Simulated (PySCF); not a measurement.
A side-by-side comparison of computed properties.

First species: C6H8F2.
Atom-mapped SMILES: `[CH3:1][C@@:2]12[CH2:3][C@@H:4]1[C@@H:5]2[CH:6]([F:7])[F:8]` (hydrogens: H9, H10, H11 on C1; H12, H13 on C3; H14 on C4; H15 on C5; H16 on C6)

Geometry (GFN2-xTB, Å), atoms numbered from 1 in this order:
```
atom  x, y, z in Å
C1    -1.7000    0.0927    1.1763
C2    -0.6157    0.1411    0.1628
C3    -0.6442    0.3793   -1.3153
C4     0.2621    1.1855   -0.4334
C5     0.8727    0.0466    0.3290
C6     1.7292   -1.0184   -0.3108
F7     1.5200   -2.2233    0.2859
F8     3.0439   -0.7347   -0.1148
H9    -2.5471    0.6929    0.8480
H10   -2.0381   -0.9325    1.3243
H11   -1.3455    0.4776    2.1314
H12   -1.5207    0.8876   -1.6998
H13   -0.2441   -0.3455   -2.0112
H14    0.3874    2.2401   -0.3180
H15    1.2481    0.2767    1.3245
H16    1.5843   -1.1568   -1.3904
```

Second species: C6H7FO.
Z-matrix (Å and degrees, GFN2-xTB geometry), rows numbered from 1:
```
C 
C   1  1.3268
C   2  1.4603  1  124.03
C   3  1.3353  2  122.28  1  -179.80
O   3  1.3702  2  113.01  1     1.82
C   5  1.3508  3  119.94  2  -159.96
C   6  1.3271  5  123.04  3  -163.29
F   7  1.3446  6  122.99  5     3.23
H   1  1.0765  2  121.33  3    -0.12
H   1  1.0760  2  121.68  3  -179.76
H   2  1.0804  1  121.25  3   179.79
H   4  1.0752  3  123.31  2  -177.07
H   4  1.0733  3  120.08  2     1.69
H   6  1.0828  5  117.96  3    19.86
H   7  1.0769  6  124.10  5  -176.11
```

Levels: PBE0/def2-SVPD for dipole moment, HOMO energy, LUMO energy, HOMO–LUMO gap, static isotropic polarisability and electronic spatial extent ⟨r²⟩ about the centre of nuclear charge; TDDFT PBE0/def2-SVPD for lowest singlet excitation; TDA PBE0/def2-SVPD for lowest triplet excitation (Tamm–Dancoff); GFN2-xTB for rotational constant A and rotational constant C. Geometries: GFN2-xTB. Each structure is a single optimised conformer of the isolated species, non-relativistic unless stated; the electronic structure was computed with PySCF and density fitting.

The conformers computed, where there is a choice (atom-mapped SMILES and torsion angles):
- `[CH3:1][C@@:2]12[CH2:3][C@@H:4]1[C@@H:5]2[CH:6]([F:7])[F:8]`: C4–C5–C6–F7 -145°
- `[CH2:1]=[CH:2][C:3](=[CH2:4])[O:5]/[CH:6]=[CH:7]\[F:8]`: C1–C2–C3–C4 180°, C2–C3–O5–C6 -160°, C3–O5–C6–C7 -163°

(1) Which of the two has the higher static isotropic polarisability, and by how much?

(2) Which of the two has the higher ⟨r²⟩, and by how much?

(3) Which of the two has the higher HOMO energy, and by how much?

(4) Which of the two has the higher S1 energy, and by how much?

(5) Which has the higher HOMO–LUMO gap?

(6) Which of the two has the higher LUMO energy, and by how much?

(7) Which has the higher dipole moment?

(8) Which of the two has the higher rotational constant C, and by how much?

## Answers

(1) The second: 83.5 au against 68.2 au, a difference of 15.3 au.

(2) The second: 1186 bohr² against 1017 bohr², a difference of 169 bohr².

(3) The second: -6.65 eV against -7.34 eV, a difference of 0.69 eV.

(4) The first: 6.93 eV against 4.96 eV, a difference of 1.97 eV.

(5) The first: 8.05 eV against 5.63 eV, a difference of 2.42 eV.

(6) The first: 0.71 eV against -1.02 eV, a difference of 1.73 eV.

(7) The first: 3.13 D against 2.10 D, a difference of 1.03 D.

(8) The first: 1.200 GHz against 0.930 GHz, a difference of 0.270 GHz.

On the first: The principal polarisabilities are 61.9, 68.1 and 74.4 au; their mean is the isotropic value. A dipole of 3.13 D is allowed in C1, and pure rotational transitions are dipole-allowed.

On the second: In atomic units the dipole is 0.83 e·bohr (1 au = 2.5417 D). The vertical singlet–triplet gap S1 − T1 is 1.75 eV (TDDFT singlet less Tamm–Dancoff triplet; S1: HOMO→LUMO, weight 0.81; T1: HOMO→LUMO, weight 0.68).
